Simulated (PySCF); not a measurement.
## Mayer bond orders and bond lengths

Compound: C6H10N2O.
SMILES with atom numbers: `[CH3:1][C@H:2]([CH2:3][C:4]#[N:5])[CH2:6][C:7]([NH2:8])=[O:9]` (hydrogens: H10, H11, H12 on C1; H13 on C2; H14, H15 on C3; H16, H17 on C6; H18, H19 on N8)

Cartesian coordinates in Å at the GFN2-xTB level; atoms count from 1:
```
atom  x, y, z in Å
C1    -1.4398   -1.5652   -0.2818
C2    -0.6791   -0.5161    0.5235
C3    -1.3899    0.8476    0.4452
C4    -1.3882    1.3669   -0.8950
N5    -1.3669    1.7627   -1.9684
C6     0.7657   -0.3939    0.0321
C7     1.6105    0.4918    0.9352
N8     2.8519    0.7286    0.4531
O9     1.2349    0.9389    1.9956
H10   -0.9571   -2.5367   -0.2016
H11   -1.4792   -1.2837   -1.3327
H12   -2.4593   -1.6612    0.0852
H13   -0.6553   -0.8092    1.5780
H14   -2.4252    0.7517    0.7831
H15   -0.8772    1.5593    1.0976
H16    1.2295   -1.3836    0.0095
H17    0.7846    0.0095   -0.9835
H18    3.1538    0.3882   -0.4417
H19    3.4764    1.3135    0.9831
```

Bond orders from the PBE0/pcSseg-1 density (PySCF). Isolated species at its GFN2-xTB geometry (one conformer only).

Q: Where do the orders between heavy atoms depart from those drawn in the SMILES?

A: The largest departure is 0.222, at C7–N8 (drawn single, 1.222). Drawn single, order above 1.12: C7–N8 (1.222).

Q: Set the Mayer orders of the bonds between heavy atoms beside their lengths.

A: 
```tsv
bond	drawn as	length (Å)	Mayer order
C1–C2	single	1.526	1.034
C2–C3	single	1.540	1.017
C3–C4	single	1.437	1.000
C4–N5	triple	1.144	3.029
C2–C6	single	1.531	1.000
C6–C7	single	1.521	0.943
C7–N8	single	1.353	1.222
C7–O9	double	1.211	1.904
```

By pair of heavy elements: C–C: lowest C6–C7 (0.943, 1.521 Å), highest C1–C2 (1.034, 1.526 Å); in 4 of the 10 pairs the longer bond (by over 0.003 Å) has the higher order (by 0.02 or more). C–N: lowest C7–N8 (1.222, 1.353 Å), highest C4–N5 (3.029, 1.144 Å).

Q: And the bonds to hydrogen?

A: C–H: 0.91 to 0.96 (8 bonds); H–N: 0.93 to 0.94 (2 bonds).

Q: Sum the orders of all bonds at each heavy atom with more than one neighbour and set the sums beside the valence in the SMILES.

A: C1 3.917 (drawn 4), C2 3.986 (drawn 4), C3 3.852 (drawn 4), C4 4.029 (drawn 4), C6 3.799 (drawn 4), C7 4.069 (drawn 4), N8 3.089 (drawn 3). Orders between atoms that aren't bonded are not in these sums.

For a closed shell the Mayer order of atoms A and B is Σ (PS)μν (PS)νμ over the basis functions μ on A and ν on B, with P the density and S the overlap matrix.
